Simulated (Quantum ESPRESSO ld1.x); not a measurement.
Problem. The mean radii <r> (bohr) of the occupied orbitals of an atom or ion are listed with their occupations. Method: scalar-relativistic Kohn-Sham, BLYP, spin-unpolarised, spherical densities, point nucleus; computed with ld1.x of Quantum ESPRESSO 7.5.

orbital  occ.      <r>
1s          2  0.05408
2s          2   0.2449
2p          6   0.2151
3s          2   0.7389
3p          5   0.7764
3d          9   0.9953
4s          2    2.790

Name the element and its charge.

Solution. Z = 28, nickel, charge 0: Ni in [Ne] 3s2 3p5 3d9 4s2. The 1s radius gives Z: for a bare nucleus <r> = (2 gamma + 1)/(2Z) with gamma = sqrt(1 - (Z/c)^2), 0.05282 bohr for Z = 28, and screening makes it slightly larger (0.05408 here). The occupations add up to 28, and the charge is Z minus that.
